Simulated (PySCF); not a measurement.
Molecule: SMILES CSC1=CC=CO1, C$_{5}$H$_{6}$OS.

Atom-mapped SMILES (the numbers label the heavy atoms): `[CH3:1][S:2][c:3]1[cH:4][cH:5][cH:6][o:7]1` (H(Xn): hydrogen on atom n).

Geometry PBE0-D3(BJ)/def2-SVP throughout; GIAO in PySCF, gas phase, one conformer, non-relativistic; equivalent atoms averaged; basis pcSseg-1.

For orientation, WP04 gives these shifts δ (against TMS, CS2 at the same level): C3 155.7, C6 146.4, C5 119.7, C4 110.6, C1 20.3, S2 33.3, H(C5) 6.28, H(C4) 5.96, H(C1) 2.40 ppm.

A run gave: C3 154.6, C6 146.3, C5 119.7, C4 109.6, C1 16.1, S2 -12.5, H(C5) 6.56, H(C4) 6.22, H(C1) 2.37 ppm (shifts δ (against TMS, CS2 at the same level)).

Which functional was used in that run?
A. wB97X-D
B. KT3
C. CAM-B3LYP
D. PBE0
E. B97-D

Results:

A. C3 tells them apart best: wB97X-D gives 154.6, KT3 gives 138.9, PBE0 gives 152.4, CAM-B3LYP gives 158.5, B97-D gives 145.6 ppm.
